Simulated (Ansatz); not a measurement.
NbO2⁻. Charge -1, multiplicity 3. Geometry PBE0-D4/def2-TZVP, that of the neutral doublet; atoms count from 1.

| atom | x (Å) | y (Å) | z (Å) |
| --- | --- | --- | --- |
| Nb1 | 0.529 | 0.011 | -0.443 |
| O2 | -0.082 | -1.327 | 0.408 |
| O3 | -0.447 | 1.317 | 0.036 |

In the def2 sets Nb takes a core potential; there is no spin–orbit coupling. The highest occupied level of the charge -1 triplet lies above zero (up to 0.40 eV). By energy differences its removal costs 1.32 eV (vertical, to the charge 0 doublet, at PBE0-D4/def2-TZVPD); a positive level beside a positive removal energy at the same level points to self-interaction error. At PBE0-D4/def2-TZVPD a singlet of charge -1 lies 0.21 eV below the triplet at the same geometry. The structure comes from a short search, and lower isomers may exist.

Problem. Estimate the Mulliken populations from the PBE0/def2-TZVPD orbitals of Ansatz.

Solution. 
| atom | charge (e) | spin (α − β) | d electrons |
| --- | --- | --- | --- |
| Nb1 | 0.51 | 2.29 | 3.06 |
| O2 | -0.76 | -0.15 | – |
| O3 | -0.76 | -0.15 | – |
Mulliken values and Mayer orders depend strongly on the basis. With diffuse functions, as here, like atoms can get unlike values, and bond orders can come out too low or too high.

Problem. Where does the spin sit?

Solution. Summed by element: Nb 2.29, O -0.29, of 2 unpaired in all. Largest on single atoms: Nb1 2.29, O3 -0.15, O2 -0.15.

Problem. And the Mayer bond orders between bonded heavy atoms (over 0.3)?

Solution. Nb1–O2 1.61 (1.70 Å); Nb1–O3 1.61 (1.70 Å).
